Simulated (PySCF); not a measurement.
Relaxation of singlet [PI2]+

Method: PBE0/[P def2-TZVP, I def2-TZVP with ECP28], scalar-relativistic core potentials, density fitting, no spin–orbit coupling, PySCF. A (50,194) grid was used.

A hand-made bent start, of C2v symmetry, held to at least that symmetry:

Coordinates in bohr (charge 1 multiplicity 1):
```
P     0.0000    0.0000   -2.3099
I     3.7016    0.0000    0.2819
I    -3.7016    0.0000    0.2819
```

At each step, columns x, y, z (Å) and Fx, Fy, Fz (eV/Å):

```
step 0  E − E(last) = 7.05 kJ/mol
P    0.000   0.000  -1.222   0.000   0.000   0.998
I    1.959   0.000   0.149  -0.891   0.000  -0.499
I   -1.959   0.000   0.149   0.891   0.000  -0.499
step 1  E − E(last) = 0.74 kJ/mol
P    0.000   0.000  -1.194   0.000   0.000   0.089
I    1.923   0.000   0.135  -0.252   0.000  -0.044
I   -1.923   0.000   0.135   0.252   0.000  -0.044
step 2  E − E(last) = 0.06 kJ/mol
P    0.000   0.000  -1.204   0.000   0.000  -0.087
I    1.895   0.000   0.140  -0.001   0.000   0.044
I   -1.895   0.000   0.140   0.001   0.000   0.044
step 3  E − E(last) = 0.00 kJ/mol
P    0.000   0.000  -1.213   0.000   0.000  -0.015
I    1.888   0.000   0.144   0.005   0.000   0.007
I   -1.888   0.000   0.144  -0.005   0.000   0.007
step 4  E − E(last) = 0.00 kJ/mol
P    0.000   0.000  -1.214   0.000   0.000   0.000
I    1.888   0.000   0.145   0.000   0.000   0.000
I   -1.888   0.000   0.145   0.000   0.000   0.000
```

It ends at C2v with P–I 2.326 Å (×2); I–P–I 108.5°. A frequency run shows a minimum. Other isomers or separated fragments may lie lower.
